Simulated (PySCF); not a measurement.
Species: C₈H₁₈O.
Atom-mapped SMILES: `[CH3:1][CH2:2][CH2:3][C@:4]([CH3:5])([CH2:6][CH3:7])[O:8][CH3:9]` (hydrogens: H10, H11, H12 on C1; H13, H14 on C2; H15, H16 on C3; H17, H18, H19 on C5; H20, H21 on C6; H22, H23, H24 on C7; H25, H26, H27 on C9)

The same species was optimised twice, with GFN2-xTB and with PBE0-D3(BJ)/def2-SVP (PySCF), and the same property calculations (PySCF, gas phase) were run on both structures.

```
     coordinate  GFN2-xTB  PBE0-D3(BJ)/def2-SVP  change
      O8–C9 (Å)     1.404                 1.393  -0.011
      C4–C6 (Å)     1.541                 1.533  -0.008
      C3–C4 (Å)     1.546                 1.539  -0.007
      C4–C5 (Å)     1.536                 1.529  -0.007
      C2–C3 (Å)     1.528                 1.522  -0.006
      C6–C7 (Å)     1.525                 1.520  -0.005
      C1–C2 (Å)     1.524                 1.521  -0.003
      C4–O8 (Å)     1.427                 1.425  -0.002
   C1–C2–C3 (°)     111.4                 112.7    +1.3
   C2–C3–C4 (°)     114.2                 115.6    +1.4
   C4–C6–C7 (°)     113.8                 114.8    +1.0
   C3–C4–O8 (°)     111.6                 110.6    -1.0
   C3–C4–C5 (°)     108.3                 109.3    +1.0
   C5–C4–O8 (°)     112.0                 111.3    -0.7
   C3–C4–C6 (°)     110.0                 110.7    +0.7
   C4–O8–C9 (°)     117.8                 118.1    +0.3
C1–C2–C3–C4 (°)       170                   171      +1
C2–C3–C4–C5 (°)      -176                  -177      -1
C3–C4–C6–C7 (°)       173                   178      +5
C3–C4–O8–C9 (°)       -68                   -67      +1
```

Rotational constants: A = 2038, B = 1047, C = 885.7 MHz (GFN2-xTB) against A = 2039, B = 1044, C = 886.3 MHz (PBE0-D3(BJ)/def2-SVP). Point groups within 0.08 Å: C1 and C1.

On the GFN2-xTB structure: HOMO (eV) -7.17 [PBE0/pcSseg-1]; LUMO (eV) 1.36 [PBE0/pcSseg-1]; dipole (D) 1.10 [PBE0/pcSseg-1]; GIAO shielding of C1 (ppm) 169.8 [PBE0/pcSseg-1]; GIAO shielding of C2 (ppm) 167.6 [PBE0/pcSseg-1]; GIAO shielding of C3 (ppm) 142.9 [PBE0/pcSseg-1]; GIAO shielding of C4 (ppm) 109.4 [PBE0/pcSseg-1]; GIAO shielding of C5 (ppm) 162.6 [PBE0/pcSseg-1]; GIAO shielding of C6 (ppm) 149.4 [PBE0/pcSseg-1]; GIAO shielding of C7 (ppm) 177.0 [PBE0/pcSseg-1]; GIAO shielding of O8 (ppm) 297.0 [PBE0/pcSseg-1].

Problem. What do these properties become on the PBE0-D3(BJ)/def2-SVP structure?

Solution. 
```
                                    property          level  on GFN2-xTB  on PBE0-D3(BJ)/def2-SVP  change
                                   HOMO (eV)  PBE0/pcSseg-1        -7.17                    -7.18   -0.01
                                   LUMO (eV)  PBE0/pcSseg-1         1.36                     1.35   -0.01
                                  dipole (D)  PBE0/pcSseg-1         1.10                     1.09   -0.01
energy, GFN2-xTB geometry as zero (kcal/mol)  PBE0/pcSseg-1          0.0                     -0.9    -0.9
                  GIAO shielding of C1 (ppm)  PBE0/pcSseg-1        169.8                    168.1    -1.7
                  GIAO shielding of C2 (ppm)  PBE0/pcSseg-1        167.6                    166.9    -0.7
                  GIAO shielding of C3 (ppm)  PBE0/pcSseg-1        142.9                    144.1    +1.2
                  GIAO shielding of C4 (ppm)  PBE0/pcSseg-1        109.4                    110.5    +1.1
                  GIAO shielding of C5 (ppm)  PBE0/pcSseg-1        162.6                    161.4    -1.2
                  GIAO shielding of C6 (ppm)  PBE0/pcSseg-1        149.4                    149.3    -0.1
                  GIAO shielding of C7 (ppm)  PBE0/pcSseg-1        177.0                    175.3    -1.7
                  GIAO shielding of O8 (ppm)  PBE0/pcSseg-1        297.0                    299.1    +2.1
```

The heavy atoms differ by 0.028 Å rms after alignment. Among bonds between heavy atoms O8–C9 changes most (-0.011 Å). Changes are differences of the printed values. Neither structure is proved a minimum here.

The values belong to the conformer `[CH3:1][CH2:2][CH2:3][C@:4]([CH3:5])([CH2:6][CH3:7])[O:8][CH3:9]`: C1–C2–C3–C4 171°, C2–C3–C4–C5 -177°, C3–C4–C6–C7 178°, C3–C4–O8–C9 -67°.
